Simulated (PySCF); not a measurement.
F5Ta, singlet, geometry from GFN2-xTB (such geometries of metal compounds can be far from the true shape) (core potentials on Ta), with bond 6-1 at 2.0 times its length; DF-B3LYP/def2-SVP in PySCF.

PySCF was given this input:
```python
from pyscf import gto, scf, dft

mol = gto.Mole()
mol.atom = '''
    Ta   -0.00000000    0.00000000   -0.00000000
    F     1.17728340   -0.70291425    1.15928865
    F    -1.17728340    0.70291425   -1.15928865
    F     0.10068395    1.59598802    0.86545242
    F     1.13545340   -0.36286823   -1.37309692
    F    -2.47227470   -2.46623960    1.01528900
'''
mol.basis = 'def2-svp'
mol.ecp = {'Ta': 'def2-svp'}
mol.verbose = 4
mol.build()

mf = dft.RKS(mol)
mf.xc = 'b3lyp'
mf.diis_space = 2
mf = mf.density_fit(auxbasis='def2-universal-jkfit')
mf.kernel()
mf.analyze()
```

Output, abridged:

```
PySCF version 2.14.0

[INPUT] verbose = 4
[INPUT] num. atoms = 6
[INPUT] num. electrons = 58
[INPUT] charge = 0
[INPUT] spin (= nelec alpha-beta = 2S) = 0
[INPUT] symmetry False subgroup None
[INPUT] Mole.unit = angstrom
[INPUT] Symbol           X                Y                Z      unit          X                Y                Z       unit  Magmom
[...]
nuclear repulsion = 285.682848357049
number of shells = 42
number of NR pGTOs = 177
number of NR cGTOs = 102
basis = def2-svp
ecp = {'Ta': 'def2-svp'}

******** <class 'pyscf.df.df_jk.DFRKS'> ********
method = DFRKS
initial guess = minao
damping factor = 0
level_shift factor = 0
DIIS = <class 'pyscf.scf.diis.CDIIS'>
diis_start_cycle = 1
diis_space = 2
diis_damp = 0
SCF conv_tol = 1e-09
SCF conv_tol_grad = None
SCF max_cycles = 50
direct_scf = False
XC library pyscf.dft.libxc version 7.1.2
    S. Lehtola, C. Steigemann, M. J. T. Oliveira, and M. A. L. Marques,  SoftwareX 7, 1–5 (2018)
XC functionals = b3lyp
    P. J. Stephens, F. J. Devlin, C. F. Chabalowski, and M. J. Frisch,  J. Phys. Chem. 98, 11623 (1994)
radial grids:
    Treutler-Ahlrichs [JCP 102, 346 (1995); DOI:10.1063/1.469408] (M4) radial grids

becke partition: Becke, JCP 88, 2547 (1988); DOI:10.1063/1.454033
pruning grids: <function nwchem_prune>
grids dens level: 3
symmetrized grids: False
atomic radii adjust function: <function treutler_atomic_radii_adjust>
small_rho_cutoff = 0
Set gradient conv threshold to 3.16228e-05
Initial guess from minao.
tot grids = 95320
******** <class 'pyscf.df.df.DF'> ********
auxbasis = def2-universal-jkfit
init E= -543.108373967867
[...]
cycle= 1 E= -555.651428536055  delta_E= -12.5  |g|= 1.22  |ddm|= 7.96
[...]
cycle= 2 E= -541.454855881846  delta_E= 14.2  |g|= 3.93  |ddm|= 5.14
[...]
cycle= 3 E= -555.664413441385  delta_E= -14.2  |g|= 1.12  |ddm|= 5.09
[...]
cycle= 4 E= -555.582159889628  delta_E= 0.0823  |g|= 1.31  |ddm|= 1.04
[...]
cycle= 5 E= -541.1369706693  delta_E= 14.4  |g|= 3.69  |ddm|= 5.02
[...]
cycle= 6 E= -555.122440772688  delta_E=  -14  |g|= 2.15  |ddm|= 5.01
[...]
cycle= 7 E= -554.294121753874  delta_E= 0.828  |g|= 2.86  |ddm|= 2.54
[...]
cycle= 8 E= -540.915246994097  delta_E= 13.4  |g|= 3.87  |ddm|= 5.27
[...]
cycle= 9 E= -550.415378325474  delta_E= -9.5  |g|= 4.83  |ddm|= 7.31
[...]
cycle= 10 E= -549.048953674827  delta_E= 1.37  |g|= 4.76  |ddm|= 6.86
[...]
cycle= 11 E= -525.436218264381  delta_E= 23.6  |g|=  4.7  |ddm|= 10.1
[...]
cycle= 12 E= -502.760363389454  delta_E= 22.7  |g|= 8.17  |ddm|= 13.8
[...]
cycle= 13 E= -503.742876825396  delta_E= -0.983  |g|= 7.86  |ddm|=   12
[...]
cycle= 14 E= -517.154362810876  delta_E= -13.4  |g|= 7.38  |ddm|= 17.9
[...]
cycle= 15 E= -526.262476531654  delta_E= -9.11  |g|= 7.99  |ddm|= 12.2
[...]
cycle= 16 E= -484.86422587331  delta_E= 41.4  |g|= 9.14  |ddm|= 16.3
[...]
cycle= 17 E= -518.603163896181  delta_E= -33.7  |g|= 7.18  |ddm|= 17.3
[...]
cycle= 18 E= -512.813468118468  delta_E= 5.79  |g|= 10.1  |ddm|= 16.6
[...]
cycle= 19 E= -490.669222775239  delta_E= 22.1  |g|= 8.35  |ddm|= 17.9
[...]
cycle= 20 E= -516.475137954075  delta_E= -25.8  |g|= 7.59  |ddm|= 18.9
[...]
cycle= 21 E= -526.487658007927  delta_E=  -10  |g|= 8.18  |ddm|=   11
[...]
cycle= 22 E= -482.507427841696  delta_E=   44  |g|= 8.32  |ddm|= 17.3
[...]
cycle= 23 E= -518.25486358398  delta_E= -35.7  |g|= 7.19  |ddm|= 18.3
[...]
cycle= 24 E= -520.321398778493  delta_E= -2.07  |g|= 9.12  |ddm|= 10.8
[...]
cycle= 25 E= -480.53316342855  delta_E= 39.8  |g|= 7.36  |ddm|= 19.1
[...]
cycle= 26 E= -517.075429657737  delta_E= -36.5  |g|= 7.35  |ddm|= 20.8
[...]
cycle= 27 E= -523.749126703594  delta_E= -6.67  |g|= 8.73  |ddm|= 8.53
[...]
cycle= 28 E= -468.669264966912  delta_E= 55.1  |g|= 8.26  |ddm|= 22.9
[...]
cycle= 29 E= -518.04825307991  delta_E= -49.4  |g|= 7.22  |ddm|=   23
[...]
cycle= 30 E= -520.050285005959  delta_E=   -2  |g|= 9.36  |ddm|= 8.55
[...]
cycle= 31 E= -467.338750952712  delta_E= 52.7  |g|= 8.96  |ddm|= 23.9
[...]
cycle= 32 E= -516.951252921903  delta_E= -49.6  |g|= 7.54  |ddm|= 24.2
[...]
cycle= 33 E= -518.852023858089  delta_E= -1.9  |g|= 9.49  |ddm|= 8.93
[...]
cycle= 34 E= -474.228285836043  delta_E= 44.6  |g|= 9.54  |ddm|=   23
[...]
cycle= 35 E= -517.007317888731  delta_E= -42.8  |g|= 7.61  |ddm|= 23.1
[...]
cycle= 36 E= -517.153696837617  delta_E= -0.146  |g|= 9.64  |ddm|= 9.39
[...]
cycle= 37 E= -479.104530636235  delta_E=   38  |g|=  7.6  |ddm|= 21.7
[...]
cycle= 38 E= -516.497894283973  delta_E= -37.4  |g|= 7.59  |ddm|= 22.2

WARN: HOMO -0.324522247686545 == LUMO -0.323799182298999

cycle= 39 E= -522.552640853315  delta_E= -6.05  |g|= 8.86  |ddm|= 8.72
[...]
cycle= 40 E= -332.857692088374  delta_E=  190  |g|= 14.2  |ddm|= 21.5
[...]
cycle= 41 E= -514.383343852144  delta_E= -182  |g|= 8.04  |ddm|= 21.1
[...]
cycle= 42 E= -498.873726351214  delta_E= 15.5  |g|= 8.52  |ddm|= 18.7
[...]
cycle= 43 E= -501.550866345906  delta_E= -2.68  |g|= 8.49  |ddm|= 19.1
[...]
cycle= 44 E= -516.105762903596  delta_E= -14.6  |g|= 8.22  |ddm|= 16.8
[...]
cycle= 45 E= -505.686951523074  delta_E= 10.4  |g|= 9.43  |ddm|= 11.8
[...]
cycle= 46 E= -482.411949129869  delta_E= 23.3  |g|= 8.24  |ddm|= 20.1
[...]
cycle= 47 E= -516.243611461722  delta_E= -33.8  |g|= 7.94  |ddm|= 19.3
[...]
cycle= 48 E= -514.711454012172  delta_E= 1.53  |g|=  9.8  |ddm|= 9.57
[...]
cycle= 49 E= -477.375401962264  delta_E= 37.3  |g|= 6.94  |ddm|=   22
[...]
cycle= 50 E= -516.612876604468  delta_E= -39.2  |g|= 7.51  |ddm|= 22.1
SCF not converged.
SCF energy = -516.612876604468
**** SCF Summaries ****
Total Energy =                        -516.612876604467829
Nuclear Repulsion Energy =             285.682848357049238
One-electron Energy =                -1414.340660909782628
Two-electron Energy =                  612.044935948265561
Two-electron Coulomb Energy =          676.691517005677156
DFT Exchange-Correlation Energy =      -64.646581057411595
HOMO-LUMO gap [eV] =                     3.717461629551922
**** MO energy ****
[...]
Dipole moment(X, Y, Z, Debye): -102.31227, -102.04798, 42.00371
```

Convergence was not reached.
